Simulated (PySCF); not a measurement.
## Two-dimensional NMR puzzle

Compound of formula C₃H₇F₃OSi. Correlations simulated from computed shifts and the bond graph:

HSQC (one-bond C–H):
```tsv
δH	δC
4.46	70.2
1.68	21.5
```

COSY cross peaks (H two or three bonds apart, from the bond graph; peaks can be absent where the dihedral angle is near 90°):
```tsv
δH	δH
4.46	3.97
4.46	1.68
```

HMBC (two and three bonds, from the bond graph):
```tsv
δH	δC
4.46	131.8, 21.5
3.97	70.2, 21.5
1.68	70.2
```

Carbons without hydrogens: δ 131.8.

Rapidly exchanging positions averaged, a single conformation, no solvent, relativity neglected. Structure optimised with GFN2-xTB; shieldings: GIAO PBE0/pcSseg-1; PySCF 2.14.0 with density-fitted response routines.

Chemical shifts δ = σref − σ; ¹H, ¹³C against TMS, all at this level.

Exchangeable hydrogens are left out of these lists.

Assemble the structure.

Answers

SMILES C[C@H]([SiH3])OC(F)(F)F.

Numbering as in the mapped SMILES `[CH3:1][C@H:2]([SiH3:3])[O:4][C:5]([F:6])([F:7])[F:8]` (H(Xn): hydrogen on atom n).

- δC 131.8 is C5, a CF3 carbon.
- δC 70.2 is C2, an sp3 CH bonded to O and Si (δH 4.46).
- δC 21.5 is C1, a methyl carbon (δH 1.68).
- HMBC from δH 4.46 reaches the proton-free carbon C5.
- COSY links 4.46–3.97, 4.46–1.68.

The shifts were computed for this structure.

Shifts are as computed. Against solution values, carbons near 30 ppm lie about +3 ppm off and those near 130 ppm about +5 ppm. Of 1309 compounds with measured shifts, 239 miss one by over three times the rms of a fit or turn the order of signals round; such compounds aren't used in these exercises.
